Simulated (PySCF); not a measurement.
Spinor energies of Ni¹⁶⁺ (nickel, charge +16)

Start: [Ne] 3s2. Calculated with PySCF 2.14 in an even-tempered Gaussian basis (19 s from 1.5 bohr⁻², ratio 2.4; 13 p from 1.9 bohr⁻², ratio 2.4; 5 d from 7.1 bohr⁻², ratio 2.6; 4 f from 11 bohr⁻², ratio 2.6): generalised Hartree-Fock with the X2C-1e Hamiltonian and a Gaussian nucleus; one run each with spin-orbit coupling (SO) switched off, then screened by Boettger's factors.

| spinor shell | electrons | ε, spin-free (eV) | ε, screened SO (eV) | weight of nominal j (screened SO) | rms radius, screened SO (bohr) |
| --- | --- | --- | --- | --- | --- |
| 1s1/2 | 2 | -8974.8 | -8974.7 | 1.000 | 0.0624 |
| 2s1/2 | 2 | -1596.9 | -1596.9 | 1.000 | 0.260 |
| 2p1/2 | 2 | -1448.1 | -1460.5 | 1.000 | 0.232 |
| 3s1/2 | 2 | -567.08 | -567.08 | 1.000 | 0.662 |

Problem. Where does 2p3/2 lie, and what is the 2p spin-orbit splitting (screened SO)?

Solution. At -1442.1 eV, 18.366 eV above 2p1/2.

```csv
quantity,spin-free,screened SO
E (hartree),-1392.96505,-1392.99529
M_J,0,0
⟨J²⟩,0.000,0.000
⟨L²⟩,0.000,0.001
⟨S²⟩,0.000,0.001
```

Without spin-orbit coupling the j labels of p, d and f shells carry no meaning; the spin-free column gives the mean over the occupied spinors of each nl shell.
